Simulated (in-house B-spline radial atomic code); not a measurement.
Checks on a self-consistent run for Au8+, [Xe] 4f14 (5d3/2)3. Method: Dirac-Hartree-Fock, average of the jj configuration, Fermi nucleus of rms radius 5.4371 fm. Calculated with a B-spline radial code for spherical atoms.

```tsv
orbital	q	ε (Eh)	<1/r>	<r²>	small-component weight
1s1/2	2	-2990.94828	95.6778	0.000393289	0.089988
2s1/2	2	-537.02619	23.5309	0.00593323	0.020645
2p1/2	2	-514.12693	23.4442	0.00421275	0.020683
2p3/2	4	-446.53750	19.1261	0.00539657	0.018394
3s1/2	2	-132.89057	8.65128	0.0384268	0.0069151
3p1/2	2	-122.65522	8.55015	0.0351419	0.0068439
3p3/2	4	-107.53207	7.43085	0.0414961	0.0061922
3d3/2	4	-90.77166	7.3091	0.0319401	0.0060478
3d5/2	6	-87.53447	7.05218	0.0336869	0.0058669
4s1/2	2	-33.90718	3.63978	0.186787	0.002313
4p1/2	2	-29.51504	3.52919	0.190925	0.0022203
4p3/2	4	-25.82762	3.1582	0.221886	0.0019895
4d3/2	4	-18.63886	2.95127	0.234972	0.0017858
4d5/2	6	-17.90818	2.85917	0.246508	0.0017165
4f5/2	6	-8.62771	2.49596	0.286817	0.001353
4f7/2	8	-8.46384	2.46665	0.29174	0.0013307
5s1/2	2	-9.24284	1.48807	0.931162	0.00058848
5p1/2	2	-7.74136	1.38047	1.05931	0.00052012
5p3/2	4	-6.88049	1.26598	1.21273	0.00046526
5d3/2	3	-4.79530	1.05878	1.6829	0.00034145
```

Electron-electron repulsion V_ee = 6711.9411 hartree.

(1) What total energy follows from the eigenvalues?

(2) Does the Dirac virial theorem hold?

(3) What diamagnetic shielding (Lamb formula) and susceptibility (Langevin formula) do the radii give?

Results:

(1) The eigenvalues count the repulsion twice, so E = Σqε - V_ee = -12307.379 - 6711.941 = -19019.320 hartree; the run printed -19019.320.

(2) For a point nucleus E = -2c²Σq·w, with w the small-component weight. Here Σq·w = 0.50622 and c = 137.0360, so the ratio E/(-2c²Σq·w) is 1.000365; the finite nucleus accounts for the departure from 1.

(3) σ = (α²/3)Σq<1/r> = 602.103/(3·137.036²) = 10688 ppm, and χ = -0.79199×10⁻⁶·Σq<r²> = -17.96×10⁻⁶ cm³/mol with Σq<r²> = 22.683 bohr². Both are non-relativistic formulas without the paramagnetism of open shells; for so heavy an element the full relativistic shielding is larger by tens of per cent.
